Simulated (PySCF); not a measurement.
Electron correlation in Rh²⁺ (rhodium, charge +2)

[Kr] 4d6 5p1, one real determinant (an excited configuration). Calculation: PySCF 2.14, in aug-cc-pVTZ-PP with ECP28MDF (6s6p5d3f2g, 88 functions); scalar relativity through the core potential. Frozen: 4s2 4p6; 7 electrons correlated.

MP2 pair energies summed by pair of shells (mhartree):

```tsv
pair	energy	share (%)
4d-4d	-107.46	84.2
4d-5p	-20.18	15.8
```

Total MP2 correlation energy: -127.64 mhartree.

Same-spin part -78.69 and opposite-spin part -48.95 mhartree; SCS-MP2 scales them by 1/3 and 6/5 to -84.97 mhartree.

The reference is one real determinant that mixes LS terms of this configuration.
